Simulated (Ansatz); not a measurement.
The same path of C2H6BFSn (11 atoms, charge 0, multiplicity 1) was run twice with different band settings. The coordinate that changes most is the dihedral H6–B1–Sn2–H8.

Level of theory: RKS B3LYP/def2-SVP (Ansatz 0.2.0).

Relaxed end points:

```xyz
11
Properties=species:S:1:pos:R:3
B -2.053 0.533 0.336
Sn -0.348 -0.203 1.657
C 1.762 -0.006 0.056
C 0.913 -0.077 -0.996
F 0.528 1.010 -1.651
H -3.179 0.376 0.753
H -1.930 1.190 -0.671
H -0.534 -1.902 1.155
H 2.189 -0.926 0.458
H 2.205 0.950 0.345
H 0.512 -1.002 -1.421
```

```xyz
11
Properties=species:S:1:pos:R:3
B -2.054 0.533 0.336
Sn -0.348 -0.200 1.658
C 1.764 -0.007 0.054
C 0.913 -0.077 -0.997
F 0.529 1.011 -1.651
H -1.932 1.185 -0.673
H -3.180 0.379 0.755
H -0.535 -1.901 1.161
H 2.189 -0.927 0.457
H 2.207 0.948 0.343
H 0.512 -1.002 -1.422
```

Common settings: movable images 5; climbing image yes; optimiser quadratic models (default); start path IDPP; force threshold 0.05 eV/Å; iteration limit 60; end points relaxed.

| run | spring |
| --- | --- |
| 1 | 5.0 eV/Å² |
| 2 | 20.0 eV/Å² |

Task: What does each run give, and how far can it be trusted?

Result: Run 1: converged after 7 iterations, highest image 0.282 eV above the first end. A vibrational analysis at the climbing image gives one clearly imaginary mode, 230i cm⁻¹: a first-order saddle point.
Run 2: converged after 7 iterations, highest image 0.282 eV above the first end. Another band between the same ends (5 images) ends at a top of the same energy, where a vibrational analysis finds 1 clearly imaginary mode.
